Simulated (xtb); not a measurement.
C3H7O3, charge +1, singlet, at a GFN2-xTB geometry; GFN2-xTB run with xtb 6.7.1.

Here is a job for xtb.
```
$ xtb mol.xyz --gfn 2 --chrg 1 --opt --json

# file mol.xyz
13

C      2.36032587     0.21027198     0.09300496
O      1.14551794    -0.55820417     0.15594659
C     -0.00951576    -0.02715137     0.00403954
O     -0.22212090     1.23115050    -0.21869515
O     -0.99568903    -0.82311189     0.08402118
C     -2.34622995    -0.34687137    -0.06931354
H      2.39393837     0.96155530     0.88501374
H      3.15559100    -0.51563358     0.25805874
H      2.49053887     0.66328619    -0.89221433
H      0.55192752     1.82013155    -0.27546974
H     -2.58196553     0.38903115     0.69983258
H     -2.48650404     0.09427892    -1.05644025
H     -2.97267123    -1.22882050     0.04465250
```

Question: Predict the main parts of the log of this xtb run.

Answer: 
```
   ID    Z sym.   atoms
    1    6 C      1, 3, 6
    2    8 O      2, 4, 5
    3    1 H      7-13

           -------------------------------------------------
          |                Calculation Setup                |
           -------------------------------------------------

           -------------------------------------------------
          |                 G F N 2 - x T B                 |
           -------------------------------------------------

          ...................................................
          :                      SETUP                      :
          :.................................................:
          :  # basis functions                  31          :
          :  # atomic orbitals                  31          :
          :  # shells                           19          :
          :  # electrons                        36          :
          :  max. iterations                   250          :
          :  Hamiltonian                  GFN2-xTB          :
          :  restarted?                      false          :
          :  GBSA solvation                  false          :
          :  PC potential                    false          :
          :  electronic temp.          300.0000000     K    :
          :  accuracy                    1.0000000          :
          :  -> integral cutoff          0.2500000E+02      :
          :  -> integral neglect         0.1000000E-07      :
          :  -> SCF convergence          0.1000000E-05 Eh   :
          :  -> wf. convergence          0.1000000E-03 e    :
          :  Broyden damping             0.4000000          :
          :  net charge                          1          :
          :  unpaired electrons                  0          :
          ...................................................

 iter      E             dE          RMSdq      gap      omega  full diag
   1    -21.8982939 -0.218983E+02  0.494E+00    6.86       0.0  T
   2    -21.9353445 -0.370506E-01  0.279E+00    5.27       1.0  T
   3    -21.9362683 -0.923756E-03  0.118E+00    5.36       1.0  T
   4    -21.9383896 -0.212138E-02  0.153E-01    4.95       1.0  T
   5    -21.9384286 -0.389940E-04  0.573E-02    5.04       1.0  T
   6    -21.9384379 -0.923832E-05  0.195E-02    5.03       1.4  T
   7    -21.9384399 -0.206731E-05  0.635E-03    5.03       4.4  T
   8    -21.9384400 -0.899071E-07  0.154E-03    5.03      18.0  T
[...]
         :: total energy             -21.749434748431 Eh    ::
 * total energy  :   -21.7494347 Eh     change       -0.1365557E-09 Eh
   *** GEOMETRY OPTIMIZATION CONVERGED AFTER 1 ITERATIONS ***
         :: total energy             -21.749434748568 Eh    ::
[...]

 Mol. C6AA /au·bohr⁶  :       1169.790686
 Mol. C8AA /au·bohr⁸  :      24740.548950
 Mol. α(0) /au        :         50.144072

Wiberg/Mayer (AO) data.
largest (>0.10) Wiberg bond orders for each atom

 ---------------------------------------------------------------------------
     #   Z sym  total        # sym  WBO       # sym  WBO       # sym  WBO
 ---------------------------------------------------------------------------
     1   6 C    3.843 --     7 H    0.968     9 H    0.968     8 H    0.963
                             2 O    0.901
     2   8 O    2.439 --     3 C    1.287     1 C    0.901     4 O    0.111
                             5 O    0.100
     3   6 C    3.934 --     5 O    1.332     2 O    1.287     4 O    1.236
     4   8 O    2.292 --     3 C    1.236    10 H    0.816     2 O    0.111
                             5 O    0.102
     5   8 O    2.476 --     3 C    1.332     6 C    0.891     4 O    0.102
                             2 O    0.100
     6   6 C    3.829 --    13 H    0.967    12 H    0.965    11 H    0.965
                             5 O    0.891
     7   1 H    0.989 --     1 C    0.968
     8   1 H    0.977 --     1 C    0.963
     9   1 H    0.989 --     1 C    0.968
    10   1 H    0.848 --     4 O    0.816
    11   1 H    0.986 --     6 C    0.965
    12   1 H    0.986 --     6 C    0.965
    13   1 H    0.979 --     6 C    0.967
 ---------------------------------------------------------------------------

Topologies differ in total number of bonds
Writing topology from bond orders to xtbtopo.mol

molecular dipole:
                 x           y           z       tot (Debye)
 q only:        0.332       0.921      -0.137
   full:        0.536       1.148      -0.164       3.246
molecular quadrupole (traceless):
                xx          xy          yy          xz          yz          zz
 q only:       15.804       5.390      -5.916       0.497      -0.389      -9.888
  q+dip:       11.928       5.806      -5.213       0.038       0.065      -6.715
   full:       12.865       5.989      -5.754       0.080       0.100      -7.110

optimized geometry written to: xtbopt.xyz

           -------------------------------------------------
          | TOTAL ENERGY              -21.749434748568 Eh   |
          | GRADIENT NORM               0.000101352289 Eh/α |
          | HOMO-LUMO GAP               5.033967556998 eV   |
           -------------------------------------------------
```
